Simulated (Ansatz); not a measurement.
Relaxation of AlF₂H₆NSi (11 atoms, charge 0, multiplicity 1), to a largest force component of 0.03 eV/Å in at most 50 steps.

Method: RKS PBE-D4/cc-pVDZ in Ansatz 0.2.0.

```xyz
11
Properties=species:S:1:pos:R:3:forces:R:3
Al 0.085 0.529 -0.498 0.02 -0.80 0.31
N -0.254 0.085 2.548 0.05 0.56 -0.58
H -1.106 -0.335 2.944 0.00 0.00 0.00
H 0.543 -0.288 3.081 0.00 0.00 0.01
F 1.636 -0.131 -0.760 0.01 -0.01 -0.01
F -1.230 -0.318 -1.178 0.00 -0.01 0.00
Si -0.204 2.606 0.557 -0.09 0.88 0.12
H -1.558 2.650 1.231 0.00 0.00 0.01
H 0.838 2.783 1.640 0.01 0.00 0.00
H -0.114 3.822 -0.339 0.00 0.00 0.00
H -0.298 1.106 2.763 0.01 -0.63 0.14
```

Where does it end, and by what steps?

The forces met the threshold. After 10 steps the energy has fallen by 1.069 eV; H3 moved furthest, 0.96 Å. Joined: Al1–N2 (3.10 → 2.08 Å).

| step | energy less start (eV) | largest force component (eV/Å) | accepted |
| --- | --- | --- | --- |
| 0 | 0.0000 | 0.885 | yes |
| 1 | -0.1558 | 0.385 | yes |
| 2 | -0.4068 | 0.478 | yes |
| 3 | -0.6691 | 0.693 | yes |
| 4 | -0.8228 | 1.581 | yes |
| 5 | -0.9350 | 0.790 | yes |
| 6 | -1.0135 | 0.399 | yes |
| 7 | -1.0465 | 0.494 | yes |
| 8 | -1.0611 | 0.258 | yes |
| 9 | -1.0674 | 0.087 | yes |
| 10 | -1.0692 | 0.030 | yes |

```xyz
11
Properties=species:S:1:pos:R:3
Al -0.012 0.596 0.312
N -0.190 -0.251 2.203
H -0.977 -0.919 2.195
H 0.665 -0.793 2.407
F 1.550 -0.056 -0.011
F -1.328 -0.274 -0.381
Si -0.221 3.024 0.523
H -1.561 3.436 1.105
H 0.833 3.609 1.447
H -0.082 3.744 -0.803
H -0.341 0.392 2.993
```

Whether the end is a true minimum wasn't checked by a vibrational analysis.

Run time: 14 s on 4 threads of Arm Neoverse V2, with other jobs on the host, peak memory 0.17 GiB.
